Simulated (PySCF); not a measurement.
An equivalent PySCF input for La(3+) (lanthanum, charge +3), [Xe], closed-shell 1S, with scalar relativity by spin-free X2C-1e:

```python
from pyscf import gto, scf, dft, mp, cc
import basis_set_exchange as bse
mol = gto.M(atom="La 0 0 0", charge=3, spin=0, symmetry="D2h",
            basis=gto.basis.parse(bse.get_basis("x2c-QZVPPall", elements=["La"], fmt="nwchem")),
            nucmod="G")
mf = dft.UKS(mol, xc="B3LYP").sfx2c1e()
mf.irrep_nelec = {'Ag': (9, 9), 'B1g': (2, 2), 'B2g': (2, 2), 'B3g': (2, 2), 'B1u': (4, 4), 'B2u': (4, 4), 'B3u': (4, 4)}
mf.kernel()
```

It reaches the same state as the run whose output follows, with an energy that differs only through the grid. The run itself started from symmetry-adapted Hartree-Fock orbitals and held the occupation by maximum overlap, on a logarithmic radial grid, so the iterations belong to that start.

```
SCF conv_tol = 1e-09
number electrons alpha = 27  beta = 27
XC functionals = B3LYP
    P. J. Stephens, F. J. Devlin, C. F. Chabalowski, and M. J. Frisch.,  J. Phys. Chem. 98, 11623 (1994)
cycle= 1 E= -8491.30501378859  delta_E= -0.0186  |g|= 0.0337  |ddm|= 1.07
cycle= 2 E= -8491.30511467149  delta_E= -0.000101  |g|= 0.0245  |ddm|= 0.234
cycle= 3 E= -8491.30517250544  delta_E= -5.78e-05  |g|= 0.00151  |ddm|= 0.109
cycle= 4 E= -8491.30517263997  delta_E= -1.35e-07  |g|= 0.000172  |ddm|= 0.00414
cycle= 5 E= -8491.30517264448  delta_E= -4.51e-09  |g|= 1.83e-06  |ddm|= 0.000787
cycle= 6 E= -8491.30517264448  delta_E= 1.82e-12  |g|= 4.98e-08  |ddm|= 1.18e-05
converged SCF energy = -8491.30517264448  <S^2> = -2.8421709e-14  2S+1 = 1
```

Spin-orbit coupling, which splits the p, d and f shells strongly at this Z, is absent.
